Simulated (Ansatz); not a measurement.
Start from `[SiH3]C[O][AlH][SiH3]` and change one element to get `[SiH3]BOC[SiH3]`.

Ansatz, PBE0-D4/def2-TZVP geometries, multiplicity 1. Each molecule was computed in one conformer, which needn't be the lowest.

```json
{"property": "size of the dipole moment (B3LYP/def2-TZVPP) / D", "`[SiH3]C[O][AlH][SiH3]`": "0.78"}
{"property": "LUMO energy (B3LYP/def2-TZVPP) / eV", "`[SiH3]C[O][AlH][SiH3]`": "-1.68"}
{"property": "HOMO–LUMO gap (ωB97M-V/def2-TZVPP) / eV", "`[SiH3]C[O][AlH][SiH3]`": "9.68"}
{"property": "size of the dipole moment (PBE/def2-TZVPP) / D", "`[SiH3]C[O][AlH][SiH3]`": "0.79"}
{"property": "size of the dipole moment (ωB97M-V/def2-TZVPP) / D", "`[SiH3]C[O][AlH][SiH3]`": "0.78"}
{"property": "HOMO–LUMO gap (PBE/def2-TZVPP) / eV", "`[SiH3]C[O][AlH][SiH3]`": "4.08"}
```

Task: What does the change do to each property? (Estimate.)

Result: Ansatz gave: 
| property | `[SiH3]BOC[SiH3]` | shift |
| --- | --- | --- |
| size of the dipole moment (B3LYP/def2-TZVPP) / D | 1.82 | 1.04 |
| LUMO energy (B3LYP/def2-TZVPP) / eV | -1.26 | 0.42 |
| HOMO–LUMO gap (ωB97M-V/def2-TZVPP) / eV | 10.81 | 1.13 |
| size of the dipole moment (PBE/def2-TZVPP) / D | 1.81 | 1.02 |
| size of the dipole moment (ωB97M-V/def2-TZVPP) / D | 1.83 | 1.05 |
| HOMO–LUMO gap (PBE/def2-TZVPP) / eV | 4.49 | 0.41 |

With PBE0 the HOMO falls by 0.27 eV and the LUMO rises by 0.44 eV, so the gap widens by about 0.71 eV. PBE moves the HOMO by -0.18 eV and ωB97M-V by -0.42 eV. Dipoles are sizes alone; their direction can turn.

B3LYP here is the variant with VWN-RPA as its local correlation; programs differ in this.
